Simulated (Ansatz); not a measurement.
Geometry optimisation, RKS PBE-D4/def2-SVP in Ansatz.

The input (input.yaml):

```yaml
crystal:
  periodic: [false, false, false]
  atoms:
    - { symbol: Hf, position_ang: [-0.629839, -0.072066, -0.461312] }
    - { symbol: Cl, position_ang: [0.049522, 1.26649, 2.940675] }
    - { symbol: Cl, position_ang: [1.292774, -1.247821, 0.197049] }
    - { symbol: Cl, position_ang: [-0.448804, 2.227373, -0.887882] }
    - { symbol: Cl, position_ang: [-1.286918, -1.061178, -2.481598] }
    - { symbol: "N", position_ang: [-2.224316, -0.431531, 0.936907] }
    - { symbol: H, position_ang: [-2.471774, -1.365, 1.289155] }
    - { symbol: H, position_ang: [-3.052509, 0.173531, 1.006553] }
    - { symbol: H, position_ang: [-0.999337, 0.510202, 2.572653] }
basis:
  gaussian: { orbitals: def2-SVP }
hamiltonian:
  xc: pbe
  dispersion: d4
relax:
  f_tol: 0.03
  max_steps: 50
```

Command:

```bash
$ ansatz run input.yaml --threads 4 --pin off --max-ram 5120MiB --backend cpu --events-out ev --progress --plain --runs-dir out
```

Where does it end, and by what steps?

The run converged. After 13 steps the energy has fallen by 1.732 eV; H9 moved furthest, 1.32 Å. Parted: Cl2–H9 (1.34 → 2.61 Å). Joined: Hf1–Cl2 (3.72 → 2.42 Å), N6–H9 (2.25 → 1.03 Å).

| step | energy less start (eV) | largest force component (eV/Å) | accepted |
| --- | --- | --- | --- |
| 0 | 0.0000 | 1.421 | yes |
| 1 | -0.1383 | 0.977 | yes |
| 2 | -0.1861 | 0.346 | yes |
| 3 | -0.1994 | 0.259 | yes |
| 4 | -0.2484 | 0.394 | yes |
| 5 | -0.3132 | 0.740 | yes |
| 6 | -0.5568 | 1.479 | yes |
| 7 | -1.0585 | 1.462 | yes |
| 8 | -1.4219 | 0.618 | yes |
| 9 | -1.6072 | 0.423 | yes |
| 10 | -1.7085 | 0.275 | yes |
| 11 | -1.7116 | 0.465 | yes |
| 12 | -1.7310 | 0.113 | yes |
| 13 | -1.7319 | 0.020 | yes |

```xyz
9
Properties=species:S:1:pos:R:3
Hf -0.237 0.252 0.050
Cl 0.203 1.096 2.272
Cl 1.638 -1.152 -0.114
Cl 0.010 2.281 -1.108
Cl -1.626 -0.882 -1.567
N -2.201 -0.321 1.259
H -2.322 -1.344 1.307
H -3.051 0.027 0.789
H -2.185 0.043 2.224
```

Whether the end is a true minimum wasn't checked by a vibrational analysis.

Run time: 30 s on 4 threads of Arm Neoverse V2, on a shared host, peak memory 0.22 GiB.
